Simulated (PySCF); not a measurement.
SMILES OB(CC=C)C (C4H9BO), singlet, GFN2-xTB optimised geometry. Atoms within 1.6 Å of the plane z = 1.0 Å (x, y, z in Å): B1 (0.02, 0.85, 0.00), C2 (-0.80, -0.54, 0.03), C3 (-0.01, -1.64, -0.59), C4 (0.95, -2.32, 0.03), H5 (-1.77, -0.45, -0.45), H6 (-0.98, -0.77, 1.09), H8 (1.16, -2.17, 1.08), H9 (1.53, -3.08, -0.47), C10 (-0.75, 2.24, 0.00), H12 (-0.08, 3.08, 0.18), H13 (-1.54, 2.26, 0.75), O14 (1.35, 0.85, 0.00), H15 (1.77, -0.02, -0.01).

Calculation: CAM-B3LYP/def2-TZVP run with PySCF.

Map of the electrostatic potential (hartree/e), clipped to [-0.08, 0.12] on the plane z = 1.0 Å:

```
|222222222222222222222222222|
|222222222222222222222222222|
|222222222222222222222222222|
|222222222222232222222222222|
|322222222222333222222222222|
|333222233333454322222222222|
|333333335765554221111222222|
|333333349999743211111122222|
|333333349999853210001122222|
|333333346997775310001122222|
|333333333446999420001222222|
|333333333347999643112222222|
|333333333356999654333322222|
|333333333489886555543333332|
|333333333799965556554333333|
|333333333899965455544333333|
|333333333599955665443333333|
|333333333345457999433333333|
|333333322233349999533333333|
|333333222222238999533333333|
|333332222222224785433333333|
|333332222222223343333333333|
|333322222222222233333333333|
|333322222222222233333333333|
|333322222222222223333333333|
|333322222222222233333333333|
|333322222222222233333333333|
```
Scale: ten equal steps from -0.052 (start of '0') to 0.120 (end of '9'), in the order '0123456789'; x runs from -5.50 to 5.50, y from -5.50 (bottom) to 5.50 (top).
